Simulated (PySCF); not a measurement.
# C3H6NO3S: g tensor and hyperfine couplings

Compound: C₃H₆NO₃S (doublet state).
Geometry (GFN2-xTB, Å), atoms numbered from 1 in this order:
```
atom  x, y, z in Å
C1     1.7145   -0.8577   -0.5277
S2     1.1191    0.7729   -0.5191
O3     0.4179    1.0582   -1.7403
O4     2.1407    1.6906   -0.0892
C5    -0.1743    0.7142    0.8218
C6    -0.9196   -0.4919    0.3800
N7    -2.2272   -0.3592    0.1032
O8    -0.3182   -1.5465    0.2138
H9     1.6290   -1.4335   -1.4228
H10    2.3750   -1.1461    0.2611
H11    0.3709    0.5569    1.7458
H12   -0.7388    1.6389    0.8350
H13   -2.6813    0.5369    0.1217
H14   -2.7082   -1.1343   -0.3249
```

The hyperfine couplings belong to this conformer and change with its torsions.

Identity: `[CH2]S(=O)(=O)CC(N)=O` [radical].

Method used: PySCF, UKS B3LYP, pcH-1 on C H N O S, non-relativistic, mean-field spin-orbit, GIAO. The structure is a single GFN2-xTB conformer in the gas phase; no vibrational or solvent corrections. A GFN2-xTB geometry isn't a minimum of the functional, and hyperfine couplings can be far from their values at a DFT geometry. The SCF solution wasn't tested for stability.

```json
{
  "g1, g2, g3": "2.00162, 2.00229, 2.00243",
  "g_iso": "2.00211",
  "Form of g": "rhombic: the two nearest values differ by 17 % of g3 − g1",
  "⟨S²⟩": "0.7540 (exact 0.7500)",
  "Basis functions": "270"
}
```

Isotropic coupling and dipolar principal values T1 to T3, in MHz; ρ(0) is the spin density at the nucleus:

| atom | isotope | a_iso | of which spin–orbit | T1 | T2 | T3 | Mulliken spin population | ρ(0) (bohr⁻³) |
| --- | --- | --- | --- | --- | --- | --- | --- | --- |
| C1 | 13C | 122.4 | -0.2 | -77.5 | -76.4 | 153.9 | 0.92 | 0.1091 |
| S2 | 33S | -15.7 | 0.0 | -2.6 | 0.7 | 1.9 | 0.01 | -0.0459 |
| O3 | 17O | -1.9 | 0.0 | -6.2 | 2.2 | 4.0 | 0.01 | 0.0032 |
| O4 | 17O | -8.7 | 0.0 | -12.8 | 6.1 | 6.7 | 0.03 | 0.0143 |
| C5 | 13C | -5.6 | 0.0 | -2.6 | -0.9 | 3.5 | 0.02 | -0.0050 |
| C6 | 13C | -4.5 | 0.0 | -3.3 | 0.0 | 3.2 | 0.00 | -0.0040 |
| N7 | 14N | 7.2 | 0.0 | -0.9 | -0.7 | 1.6 | 0.01 | 0.0224 |
| O8 | 17O | -96.8 | 0.0 | -32.6 | 16.2 | 16.4 | 0.07 | 0.1597 |
| H9 | 1H | -58.2 | 0.0 | -35.9 | -3.4 | 39.4 | -0.04 | -0.0130 |
| H10 | 1H | -58.5 | 0.0 | -36.0 | -2.6 | 38.6 | -0.04 | -0.0131 |
| H11 | 1H | 2.8 | 0.0 | -2.6 | -1.9 | 4.5 | 0.00 | 0.0006 |
| H12 | 1H | 4.5 | 0.0 | -2.3 | -0.6 | 2.9 | 0.00 | 0.0010 |
| H13 | 1H | 4.1 | 0.0 | -1.2 | -1.0 | 2.3 | 0.00 | 0.0009 |
| H14 | 1H | -1.5 | 0.0 | -1.8 | -0.6 | 2.4 | 0.00 | -0.0003 |

The largest Mulliken spin populations are on C1 (+0.92) and O8 (+0.07). No atom but C1 exceeds +0.15. The angles at C1 add up to 357.9°, so it is nearly planar; its axial dipolar tensor and the negative couplings of its protons fit spin in a p orbital normal to that plane.

Under fast tumbling the dipolar parts average out, and these isotropic splittings remain: 1 × 1H (H10, I = 1/2, 2 lines) with 2.09 mT, 1 × 1H (H9, I = 1/2, 2 lines) with 2.08 mT, 1 × 14N (N7, I = 1, 3 lines) with 0.26 mT, 1 × 1H (H13, I = 1/2, 2 lines) with 0.15 mT, 2 × 1H (H11/H12, I = 1/2, 3 lines) with 0.13 mT and 1 × 1H (H14, I = 1/2, 2 lines) with 0.05 mT.

Class means assume fast exchange of nuclei equivalent by connectivity; if that motion is slow, each nucleus keeps its own coupling. H9 and H10 aren't averaged: C1 is flat or nearly so (angle sum 358°), and its turn about the short C1–S2 bond (1.74 Å) is taken as slow. H13 and H14 aren't averaged: N7 is flat or nearly so (angle sum 359°), and its turn about the short N7–C6 bond (1.34 Å) is taken as slow.

The 13C coupling of C1 (122.4 MHz) shows only in satellite lines or after enrichment, since that isotope makes up about 1.07 % of natural carbon.

The 33S coupling of S2 (-15.7 MHz) shows only in satellite lines or after enrichment, since that isotope makes up about 0.76 % of natural sulfur.

Examples of negative spin density at the nucleus (bohr⁻³): S2 (-0.0459), H10 (-0.0131) and H9 (-0.0130).

The run took 99 s wall (with the writing of density and orbital grids) on Arm Neoverse V2, one thread (shared host), and the process peaked at 1.0 GiB of memory.
